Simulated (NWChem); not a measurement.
# CH3BO3; SMILES O1COB1O

```xyz
8

O      0.0837     1.8249     0.0000
B      0.0325     0.4865     0.0000
O     -1.0369    -0.4009     0.0000
C     -0.0077    -1.3810     0.0000
O      1.0567    -0.4434     0.0000
H     -0.7887     2.2314     0.0000
H     -0.0208    -2.0040     0.9103
H     -0.0208    -2.0040    -0.9103
```
Atoms are numbered in this order, from 1.

Results from NWChem. Pople sets run with spherical d functions. The geometry was optimised at PBE0/def2-SVP. Vzz is the largest principal value of the second derivative of the potential at the nucleus (NWChem prints the opposite sign); η is the asymmetry. Non-relativistic.

```tsv
level	Vzz O1 (a.u.)	η O1	Vzz B2 (a.u.)	η B2	Vzz O3 (a.u.)	η O3	Vzz O5 (a.u.)	η O5
PBE/def2-TZVP	1.292	0.36	0.211	0.32	…	0.53	…	0.52
PBE/cc-pVTZ	1.290	0.36	0.214	0.33	1.324	0.53	1.326	0.53
B3LYP/6-31G*	1.324	0.40	0.208	0.28	1.289	0.60	1.293	0.60
B3LYP/cc-pVTZ	1.329	0.35	0.248	0.29	1.370	0.54	1.374	0.53
```

Problem. Complete the blanks.

Solution. 
- PBE/def2-TZVP, Vzz O3 (a.u.): 1.313
- PBE/def2-TZVP, Vzz O5 (a.u.): 1.315
